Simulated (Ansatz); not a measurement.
The cluster Ni2H. Charge 0, multiplicity 2. Geometry relaxed at r2SCAN-D4/def2-TZVP.

Cartesian coordinates in Å:
```
Ni -0.816 0.101 -0.806
Ni 0.835 -0.705 0.362
H -0.019 0.603 0.443
```

The charge 0 doublet is spin-contaminated (final ⟨S²⟩ up to 1.11, 0.75 for a pure state). The structure comes from a short search, and lower isomers may exist.

Task: Estimate the harmonic wavenumbers at UKS r2SCAN-D4/def2-TZVP (Ansatz, unscaled). Is this a minimum?

Result: 308, 1065, 1540 cm⁻¹. Yes, no mode is imaginary beyond noise. Zero-point energy 17.4 kJ/mol. Run time 70 s (4 threads of Arm Neoverse N1 on a shared host).
